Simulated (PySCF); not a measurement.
Ethyl 2-methylbutyrate, C7H14O2.
Atom-mapped SMILES: `[CH3:1][CH2:2][O:3][C:4](=[O:5])[C@@H:6]([CH3:7])[CH2:8][CH3:9]` (hydrogens: H10, H11, H12 on C1; H13, H14 on C2; H15 on C6; H16, H17, H18 on C7; H19, H20 on C8; H21, H22, H23 on C9)

Computed by this run: PBE0-D3(BJ)/def2-SVP geometry optimisation, gas phase in PySCF; density fitting, grid level 1; the optimiser is geomeTRIC in internal coordinates, started from a GFN2-xTB structure.

Step 0: E = -11561.0178 eV
```
atom  x, y, z in Å  |  force x, y, z in eV/Å
C1      2.8724    0.8626    0.5867   -0.346  -0.262  -0.670
C2      2.4340    0.3281   -0.7689   -0.127   0.074   0.501
O3      1.0175    0.4166   -0.9325    0.177   0.084   0.008
C4      0.2753   -0.5554   -0.3918   -0.228   0.250  -0.258
O5      0.7295   -1.5009    0.1967    0.063  -0.085   0.082
C6     -1.2024   -0.3103   -0.6339   -0.070  -0.636   0.305
C7     -1.7717   -1.4894   -1.4234    0.245   0.479   0.221
C8     -1.9101   -0.1563    0.7181    0.525   0.588  -0.195
C9     -1.3991    1.0484    1.4989   -0.325  -0.534  -0.243
H10     3.9568    0.8571    0.6480    0.483   0.021   0.075
H11     2.5132    1.8798    0.7242   -0.101   0.423   0.084
H12     2.4730    0.2344    1.3791   -0.117  -0.232   0.330
H13     2.7384   -0.7179   -0.8787    0.067  -0.170  -0.086
H14     2.8513    0.9250   -1.5823    0.086   0.087  -0.199
H15    -1.3026    0.6134   -1.2105   -0.002   0.210  -0.108
H16    -1.5950   -2.4154   -0.8813    0.058  -0.384   0.193
H17    -2.8423   -1.3642   -1.5667   -0.433   0.029  -0.085
H18    -1.2965   -1.5631   -2.3992    0.141  -0.099  -0.414
H19    -1.7494   -1.0657    1.2999   -0.025  -0.352   0.148
H20    -2.9824   -0.0495    0.5417   -0.353  -0.062  -0.071
H21    -1.5054    1.9580    0.9115   -0.012   0.423  -0.186
H22    -1.9603    1.1678    2.4228   -0.158   0.117   0.409
H23    -0.3489    0.9240    1.7519    0.453   0.031   0.160
```

Problem. Estimate the geometry and energy of step 1. (The exact step hangs on the optimiser's Hessian estimate; all steps are aligned on step 0, rigid shifts and turns removed.)

Solution. E = -11561.0658 eV, largest force 0.155 eV/Å
```
atom  x, y, z in Å  |  force x, y, z in eV/Å
C1      2.8347    0.8711    0.6292    0.045   0.045   0.068
C2      2.4213    0.3621   -0.7302    0.050  -0.047  -0.129
O3      1.0100    0.4582   -0.9179   -0.074   0.003   0.001
C4      0.2734   -0.5673   -0.4711    0.084  -0.076   0.052
O5      0.7490   -1.5481    0.0446   -0.058   0.024  -0.012
C6     -1.2093   -0.3431   -0.6649    0.053   0.130  -0.054
C7     -1.8155   -1.5230   -1.4130   -0.017  -0.058  -0.030
C8     -1.8634   -0.1386    0.7057   -0.110  -0.109   0.003
C9     -1.3353    1.0559    1.4785    0.058   0.082   0.034
H10     3.9328    0.8582    0.7204   -0.048  -0.003   0.001
H11     2.4891    1.9054    0.7827    0.007  -0.033   0.002
H12     2.4195    0.2355    1.4254    0.004   0.007  -0.021
H13     2.7272   -0.6873   -0.8671   -0.007   0.051   0.012
H14     2.8570    0.9690   -1.5382   -0.012  -0.009   0.044
H15    -1.3253    0.5810   -1.2566   -0.005  -0.047   0.022
H16    -1.6446   -2.4562   -0.8544    0.000   0.025  -0.012
H17    -2.9005   -1.3861   -1.5418    0.029   0.004   0.015
H18    -1.3670   -1.6399   -2.4121   -0.017  -0.001   0.027
H19    -1.7213   -1.0637    1.2930   -0.013   0.044  -0.026
H20    -2.9514   -0.0331    0.5460    0.052  -0.009   0.017
H21    -1.4326    1.9862    0.8946    0.006  -0.022   0.026
H22    -1.8830    1.1942    2.4237    0.012  -0.013  -0.027
H23    -0.2693    0.9366    1.7338   -0.038   0.012  -0.014
```

The energy changes by -0.0480 eV. The first-order estimate −F·Δx gives -0.1115 eV and the mean of the old and new forces, exact on a quadratic surface, -0.0493 eV. The step makes an angle of 82° with the force vector and moves no atom by more than 0.160 Å.

The cost below is that of the whole optimisation. On an x86-64 server with one thread, no GPU (shared host), this took 67 s.
